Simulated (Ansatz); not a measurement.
`C[SiH](S)[SiH2]Cl` + H₂S → `C[SiH](S)S` + `[SiH3]Cl`  (cleavage of the Si–Si bond)

Program: Ansatz. Geometries: PBE0-D4/def2-TZVP. ΔE: electronic, gas phase. CCSD(T)/CBS is the MP2 limit (def2-TZVPP, def2-QZVPP) plus CCSD(T) − MP2 in def2-TZVPP, frozen cores. This one scheme is used for every species. Functionals use def2-TZVPP. B3LYP here is the variant with VWN-RPA as its local correlation; programs differ in this. Each species was taken in one conformer, which may not be the lowest.

| level | ΔE (kJ/mol) |
| --- | --- |
| B3LYP-D4 | -59.2 |
| ωB97X-V | -62.2 |
| B2PLYP | -67.6 |
| CCSD/CBS(def2) | -64.6 |

Problem. What does CCSD(T)/CBS give? (Estimate.)

Solution. The calculation gave: -63.4 kJ/mol. The listed levels differ from it by 4.2, 1.2, -4.2, -1.2 kJ/mol.

Largest T1 diagnostic among the species: 0.011.

From PBE to PBE0 (25 % exact exchange), in def2-TZVPP and without D4, ΔE moves by −4.2 kJ/mol. The D4 term adds +6.2 kJ/mol with B3LYP and +4.0 kJ/mol with PBE0; it sums over pairs of atoms, weighted by their polarisabilities, and B3LYP, whose exchange is more repulsive, gets the larger term. In def2-TZVPP, CCSD(T) changes the Hartree–Fock value by +14.1 kJ/mol (the triples alone add +1.2 kJ/mol) and MP2 by +5.9 kJ/mol.
